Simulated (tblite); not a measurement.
Parent: `[CH2:1]=[C:2]([CH2:3][O:4][CH3:5])[C@@H:6]([F:7])[Cl:8]` with C1–C2–C3–O4 126°, C2–C3–O4–C5 179°, C1–C2–C6–F7 -15°, C5H8ClFO.

Structures optimised with GFN2-xTB, isolated species. One conformer each, not checked by frequencies here.

| coordinate of the parent | value |
| --- | --- |
| C1=C2 | 1.323 Å |
| C2–C3 | 1.504 Å |
| C3–O4 | 1.412 Å |
| O4–C5 | 1.405 Å |
| C2–C6 | 1.497 Å |
| C6–F7 | 1.355 Å |
| C6–Cl8 | 1.799 Å |
| C1–C2–C3 | 124.2° |
| C1–C2–C6 | 122.2° |
| C3–C2–C6 | 113.6° |
| C2–C3–O4 | 109.0° |
| C3–O4–C5 | 112.9° |
| C2–C6–F7 | 112.7° |
| C2–C6–Cl8 | 109.2° |
| F7–C6–Cl8 | 107.4° |

Problem. How does the shared frame change in `[CH2:1]=[CH:2][C@@H:3]([O:4][CH3:5])[C:6](=[CH2:7])[C@H:8]([F:9])[Cl:10]` with C1–C2–C3–O4 -5°, C2–C3–O4–C5 -169°, C2–C3–C6–C7 113°, C3–C6–C8–F9 -147°, C7H10ClFO? Atoms pair as C1 = C7, C2 = C6, C3 = C3, O4 = O4, C5 = C5, C6 = C8, F7 = F9, Cl8 = Cl10 (parent first).

Solution. 
```tsv
parent	relative	value in the relative	change
C1=C2	C7=C6	1.323 Å	0.000
C2–C3	C6–C3	1.519 Å	+0.015
C3–O4	C3–O4	1.412 Å	0.000
O4–C5	O4–C5	1.406 Å	+0.001
C2–C6	C6–C8	1.497 Å	0.000
C6–F7	C8–F9	1.359 Å	+0.004
C6–Cl8	C8–Cl10	1.795 Å	-0.004
C1–C2–C3	C7–C6–C3	124.2°	0.0
C1–C2–C6	C7–C6–C8	122.0°	-0.2
C3–C2–C6	C3–C6–C8	113.7°	+0.1
C2–C3–O4	C6–C3–O4	111.4°	+2.4
C3–O4–C5	C3–O4–C5	113.7°	+0.8
C2–C6–F7	C6–C8–F9	112.1°	-0.6
C2–C6–Cl8	C6–C8–Cl10	109.6°	+0.4
F7–C6–Cl8	F9–C8–Cl10	107.6°	+0.2
```

Of the parent's bonds, C2–C3 changes most (+0.015 Å). Bonds of the relative outside the shared frame: C1=C2 1.318, C2–C3 1.507 Å. Point group C1 → C1.

Problem. How does the shared frame change in `[CH2:1]=[C:2]([CH2:3][O:4][CH3:5])[C@@:6]([F:7])([Cl:8])[CH2:9][CH3:10]` with C1–C2–C3–O4 102°, C2–C3–O4–C5 -178°, C1–C2–C6–F7 -1°, C2–C6–C9–C10 176°, C7H12ClFO? Atoms pair as C1 = C1, C2 = C2, C3 = C3, O4 = O4, C5 = C5, C6 = C6, F7 = F7, Cl8 = Cl8 (parent first).

Solution. 
| parent | relative | value in the relative | change |
| --- | --- | --- | --- |
| C1=C2 | C1=C2 | 1.324 Å | +0.001 |
| C2–C3 | C2–C3 | 1.506 Å | +0.002 |
| C3–O4 | C3–O4 | 1.414 Å | +0.002 |
| O4–C5 | O4–C5 | 1.404 Å | -0.001 |
| C2–C6 | C2–C6 | 1.506 Å | +0.009 |
| C6–F7 | C6–F7 | 1.368 Å | +0.013 |
| C6–Cl8 | C6–Cl8 | 1.809 Å | +0.010 |
| C1–C2–C3 | C1–C2–C3 | 122.1° | -2.1 |
| C1–C2–C6 | C1–C2–C6 | 121.6° | -0.6 |
| C3–C2–C6 | C3–C2–C6 | 116.3° | +2.7 |
| C2–C3–O4 | C2–C3–O4 | 109.2° | +0.2 |
| C3–O4–C5 | C3–O4–C5 | 112.8° | -0.1 |
| C2–C6–F7 | C2–C6–F7 | 110.0° | -2.7 |
| C2–C6–Cl8 | C2–C6–Cl8 | 107.4° | -1.8 |
| F7–C6–Cl8 | F7–C6–Cl8 | 105.3° | -2.1 |

Of the parent's bonds, C6–F7 changes most (+0.013 Å). Bonds of the relative outside the shared frame: C6–C9 1.524, C9–C10 1.524 Å. Point group C1 → C1.

Problem. How does the shared frame change in `[CH2:1]=[C:2]([O:3][CH2:4][O:5][CH3:6])[C@H:7]([F:8])[Cl:9]` with C1–C2–O3–C4 6°, C2–O3–C4–O5 175°, O3–C4–O5–C6 -68°, C1–C2–C7–F8 24°, C5H8ClFO2? Atoms pair as C1 = C1, C2 = C2, C6 = C7, F7 = F8, Cl8 = Cl9 (parent first).

Solution. 
```json
{"parent": "C1=C2", "relative": "C1=C2", "value in the relative": "1.327 Å", "change": "+0.004"}
{"parent": "C2–C6", "relative": "C2–C7", "value in the relative": "1.506 Å", "change": "+0.009"}
{"parent": "C6–F7", "relative": "C7–F8", "value in the relative": "1.353 Å", "change": "-0.002"}
{"parent": "C6–Cl8", "relative": "C7–Cl9", "value in the relative": "1.793 Å", "change": "-0.006"}
{"parent": "C1–C2–C6", "relative": "C1–C2–C7", "value in the relative": "122.6°", "change": "+0.4"}
{"parent": "C2–C6–F7", "relative": "C2–C7–F8", "value in the relative": "112.1°", "change": "-0.6"}
{"parent": "C2–C6–Cl8", "relative": "C2–C7–Cl9", "value in the relative": "109.2°", "change": "0.0"}
{"parent": "F7–C6–Cl8", "relative": "F8–C7–Cl9", "value in the relative": "108.0°", "change": "+0.6"}
```

Of the parent's bonds, C2–C6 changes most (+0.009 Å). Bonds of the relative outside the shared frame: C2–O3 1.357, O3–C4 1.419, C4–O5 1.372, O5–C6 1.418 Å. Point group C1 → C1.

The numbers are calculated, not measured.
